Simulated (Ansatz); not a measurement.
`O=C[NH][GeH3]` + `[SiH3][SiH2][SiH2][SiH3]` → `[SiH3][SiH2][SiH2][GeH3]` + `O=CN[SiH3]`  (redistribution)

Calculated with Ansatz (gas phase, PBE0-D4/def2-TZVP geometries, no zero-point term in ΔE). CBS: MP2 limit from def2 TZ/QZ plus the TZ coupled-cluster correction, frozen cores. DFT in def2-TZVPP. B3LYP here is the variant with VWN-RPA as its local correlation; programs differ in this. HSE06 is defined as in plane-wave codes. For Ge outer-core shells are correlated without core-valence functions, which leaves a few kJ/mol of doubt a bond. Scalar relativity is left out up to krypton. One conformer a species, not always the lowest.

Task: Is it downhill or uphill in electronic energy at CCSD(T)/CBS, and by how much? (Estimate.)

Result: The calculation gave: Downhill: ΔE = -51.4 kJ/mol.

Task: What do these levels give: PBE-D4, revPBE-D4, B97M-V, r2SCANh-D4, HSE06-D4, ωB97X-V, B2PLYP, B3LYP, CAM-B3LYP, HF/CBS(def2), MP2/CBS(def2), CCSD/CBS(def2)? (An estimate is asked.)

Result: Ansatz gave: PBE-D4 -44.9, revPBE-D4 -43.6, B97M-V -44.8, r2SCANh-D4 -50.2, HSE06-D4 -47.1, ωB97X-V -47.2, B2PLYP -50.8, B3LYP -50.9, CAM-B3LYP -51.4, HF/CBS(def2) -51.3, MP2/CBS(def2) -54.8, CCSD/CBS(def2) -52.5 kJ/mol.

Largest T1 diagnostic among the species: 0.015.

From BLYP to BHLYP (50 % exact exchange), in def2-TZVPP and without D4, ΔE moves by −3.6 kJ/mol. At CCSD(T), def2-SVP lies +9.3 kJ/mol from the extrapolated value and def2-TZVPP +3.2 kJ/mol.
